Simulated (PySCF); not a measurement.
Computed IR spectrum (relative IR intensity) of a molecule CH13NSi4. The structure is a stationary point at PBE-D3(BJ)/def2-SVP. The values are those of a single conformer. All values below come from PBE-D3(BJ)/def2-SVP (PySCF 2.14.0). Frequencies are harmonic and unscaled.

Lines under 2 % of the strongest are left out, and lines within 2 cm⁻¹ are merged.

| ν (cm⁻¹) | relative intensity |
|---|---|
| 314 | 4.0 |
| 382 | 8.8 |
| 387 | 6.7 |
| 402 | 30 |
| 445 | 4.2 |
| 472 | 2.9 |
| 484 | 2.9 |
| 587 | 4.0 |
| 628 | 5.7 |
| 665 | 6.9 |
| 668 | 100 |
| 672 | 40 |
| 691 | 3.1 |
| 756 | 45 |
| 767 | 69 |
| 835 | 79 |
| 849 | 3.8 |
| 871 | 47 |
| 893 | 18 |
| 903 | 15 |
| 906 | 32 |
| 926 | 67 |
| 961 | 71 |
| 1115 | 39 |
| 1152 | 17 |
| 1355 | 20 |
| 1389 | 4.1 |
| 2107 | 51 |
| 2131 | 45 |
| 2144 | 43 |
| 2151 | 91 |
| 2160 | 59 |
| 2164 | 44 |
| 2178 | 55 |
| 2934 | 11 |
| 3512 | 8.2 |

Problem. Which molecule gave these data?
A) [SiH3]NC[SiH2][SiH2][SiH3]
B) N[SiH2][Si@@H]([SiH3])C[SiH3]
C) N[C@@H]([SiH3])[SiH]([SiH3])[SiH3]
D) N[C@H]([SiH3])[SiH2][SiH2][SiH3]

Solution. A, [SiH3]NC[SiH2][SiH2][SiH3]
